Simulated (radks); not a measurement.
Se+, 33 electrons, occupied as [Ar] 3d10 4s1 4p3 5p1 (not the ground configuration). Calculated with a radial shooting solver on a logarithmic mesh with Libxc functionals: scalar-relativistic Kohn-Sham, r2SCAN, spin-polarised, spherical densities, finite nucleus; open shells are filled with parallel spins first; meta-GGA in the generalised Kohn-Sham scheme; Fermi nuclear charge, rms radius 4.14 fm.

Normalised radial functions P(r) = r R(r), r in bohr:

r           4s up  4s down    5p up
0.001721   0.0296   0.0303   0.0002
0.001988   0.0337   0.0345   0.0002
0.002314   0.0386   0.0395   0.0003
0.002673   0.0439   0.0448   0.0004
0.003112   0.0500   0.0511   0.0005
0.003623   0.0569   0.0582   0.0007
0.004184   0.0641   0.0655   0.0009
0.00487    0.0725   0.0741   0.0011
0.005625   0.0810   0.0828   0.0015
0.006548   0.0908   0.0928   0.0019
0.007623   0.1010   0.1033   0.0025
0.008804   0.1111   0.1135   0.0033
0.01025    0.1218   0.1245   0.0043
0.01184    0.1316   0.1345   0.0056
0.01378    0.1411   0.1442   0.0072
0.01604    0.1490   0.1523   0.0094
0.01853    0.1542   0.1576   0.0119
0.02157    0.1561   0.1595   0.0152
0.02491    0.1533   0.1567   0.0191
0.029      0.1443   0.1475   0.0239
0.03376    0.1276   0.1303   0.0297
0.03899    0.1034   0.1056   0.0361
0.04539    0.0683   0.0697   0.0435
0.05241    0.0258   0.0263   0.0511
0.06102   -0.0278  -0.0284   0.0592
0.07104   -0.0877  -0.0897   0.0667
0.08204   -0.1460  -0.1493   0.0724
0.09551   -0.2026  -0.2071   0.0756
0.1103    -0.2438  -0.2491   0.0748
0.1284    -0.2646  -0.2703   0.0683
0.1495    -0.2527  -0.2580   0.0548
0.1726    -0.2052  -0.2093   0.0348
0.201     -0.1155  -0.1173   0.0068
0.234      0.0087   0.0098  -0.0267
0.2702     0.1440   0.1482  -0.0602
0.3146     0.2821   0.2891  -0.0925
0.3633     0.3822   0.3906  -0.1146
0.4229     0.4277   0.4358  -0.1234
0.4923     0.3916   0.3967  -0.1127
0.5686     0.2769   0.2768  -0.0831
0.6619     0.0826   0.0752  -0.0332
0.7645    -0.1459  -0.1604   0.0268
0.89      -0.3995  -0.4168   0.0958
1.036     -0.6281  -0.6396   0.1608
1.197     -0.7886  -0.7907   0.2075
1.393     -0.8726  -0.8656   0.2295
1.609     -0.8641  -0.8526   0.2165
1.873     -0.7707  -0.7599   0.1622
2.18      -0.6169  -0.6122   0.0685
2.518     -0.4502  -0.4527  -0.0457
2.931     -0.2868  -0.2959  -0.1775
3.385     -0.1644  -0.1776  -0.3055
3.941     -0.0792  -0.0912  -0.4186
4.588     -0.0325  -0.0398  -0.4865
5.299     -0.0128  -0.0157  -0.4965
6.168     -0.0040  -0.0049  -0.4482
7.124     -0.0011  -0.0014  -0.3582
8.293     -0.0002  -0.0003  -0.2437
9.655     0.0000  0.0000  -0.1402
11.15     0.0000  0.0000  -0.0705
12.98     0.0000  0.0000  -0.0283
14.99     0.0000  0.0000  -0.0098
17.45     0.0000  0.0000  -0.0026

4s up: eigenvalue -35.770 eV, 3 radial nodes at r = 0.0566, 0.232, 0.699 bohr, <r> = 1.68 bohr, 90 % of the charge inside 2.47 bohr. 4s down (empty): eigenvalue -28.427 eV, 3 radial nodes at r = 0.0565, 0.231, 0.694 bohr, <r> = 1.69 bohr, 90 % of the charge inside 2.50 bohr. 5p up: eigenvalue -5.585 eV, 3 radial nodes at r = 0.208, 0.719, 2.38 bohr, <r> = 5.54 bohr, 90 % of the charge inside 7.87 bohr.
